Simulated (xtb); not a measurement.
Cs, charge +2, doublet (GFN-xTB shapes and energies of metal compounds can be far from the true ones) (a state made from the parent by changing its charge; the spin is typed, not shown lowest); GFN0-xTB (xtb).

xtb was given this input:
```
$ xtb mol.xyz --gfn 0 --chrg 2 --uhf 1 --json

# file mol.xyz
1

Cs     0.00000000     0.00000000     0.00000000
```

What the program printed (banner, timings and long lists left out):

```
   ID    Z sym.   atoms
    1   55 Cs     1

           -------------------------------------------------
          |                Calculation Setup                |
           -------------------------------------------------

           -------------------------------------------------
          |                 G F N 0 - x T B                 |
           -------------------------------------------------

          ...................................................
          :                      SETUP                      :
          :.................................................:
          :  # basis functions                   4          :
          :  # atomic orbitals                   4          :
          :  # shells                            2          :
          :  # electrons                        -1          :
          :  electronic temp.          300.0000000     K    :
          :  accuracy                    1.0000000          :
          :  -> integral cutoff          0.2500000E+02      :
          :  -> integral neglect         0.1000000E-07      :
          ...................................................

         :::::::::::::::::::::::::::::::::::::::::::::::::::::
         ::                     SUMMARY                     ::
         :::::::::::::::::::::::::::::::::::::::::::::::::::::
         :: total energy               3.346028166772 Eh    ::
         :: gradient norm              0.000000000000 Eh/a0 ::
         :: HOMO-LUMO gap              1.877045400000 eV    ::
         ::.................................................::
         :: H0 energy                 -0.298882492937 Eh    ::
         :: repulsion energy           0.000000000000 Eh    ::
         :: electrostat energy         3.644910659709 Eh    ::
         :: -> Gsolv                   0.000000000000 Eh    ::
         ::    -> Gsasa                0.000000000000 Eh    ::
         ::    -> Gshift               0.000000000000 Eh    ::
         :: dispersion energy          0.000000000000 Eh    ::
         :: short-range corr.          0.000000000000 Eh    ::
         :: add. restraining           0.000000000000 Eh    ::
         :: total charge               2.000000000000 e     ::
         :::::::::::::::::::::::::::::::::::::::::::::::::::::

           -------------------------------------------------
          |                Property Printout                |
           -------------------------------------------------

    * Orbital Energies and Occupations

         #    Occupation            Energy/Eh            Energy/eV
      -------------------------------------------------------------
         1        1.0000           -0.2988825              -8.1330 (HOMO)
         2                         -0.2299023              -6.2560 (LUMO)
         3                         -0.2299023              -6.2560
         4                         -0.2299023              -6.2560
      -------------------------------------------------------------
                  HL-Gap            0.0689801 Eh            1.8770 eV
             Fermi-level            0.0000000 Eh            0.0000 eV

     #   Z          covCN         q      C6AA      α(0)
     1  55 Cs       0.000     2.000  9713.068   504.321

 Mol. C6AA /au·bohr⁶  :       9713.067904
 Mol. C8AA /au·bohr⁸  :    3539990.412943
 Mol. α(0) /au        :        504.320629

Wiberg/Mayer (AO) data.
largest (>0.10) Wiberg bond orders for each atom

 ---------------------------------------------------------------------------
     #   Z sym  total        # sym  WBO       # sym  WBO       # sym  WBO
 ---------------------------------------------------------------------------
     1  55 Cs   0.000
 ---------------------------------------------------------------------------

 dipole moment from electron density (au)
     X       Y       Z
   0.0000   0.0000   0.0000  total (Debye):    0.000

           -------------------------------------------------
          | TOTAL ENERGY                3.346028166772 Eh   |
          | GRADIENT NORM               0.000000000000 Eh/α |
          | HOMO-LUMO GAP               1.877045400000 eV   |
           -------------------------------------------------

normal termination of xtb
```
